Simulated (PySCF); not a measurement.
**Removal energies of Hf⁴⁴⁺ from EOM-IP-GCCSD**

Reference: closed-shell Hf⁴⁴⁺, [Ar] 3d10; one electron is removed. Calculated with PySCF 2.14, two-component X2C-1e with screened spin-orbit coupling, an even-tempered Gaussian basis (18 s from 3.5 bohr⁻², ratio 2.6; 15 p from 4.6 bohr⁻², ratio 2.6; 10 d from 4.6 bohr⁻², ratio 2.6; 5 f from 4.7 bohr⁻², ratio 2.8); frozen [Ar]; the 98 highest virtual spinors dropped; of the others 70 kept and the rest restored at second order. No Breit or QED terms. Binding energies in eV.

| level | Koopmans |
| --- | --- |
| 3d3/2 | 3807.0 |
| 3d5/2 | 3747.1 |

Problem. How does correlation move these levels?

Solution. 3d3/2: second order 3806.2, EOM-CCSD 3806.3; 3d5/2: second order 3746.5, EOM-CCSD 3746.6.

For comparison, the ionisation energy of Hf⁴⁴⁺ is 3741 ± 4 eV (theoretical estimate listed by NIST; NIST Atomic Spectra Database, ionization energies).
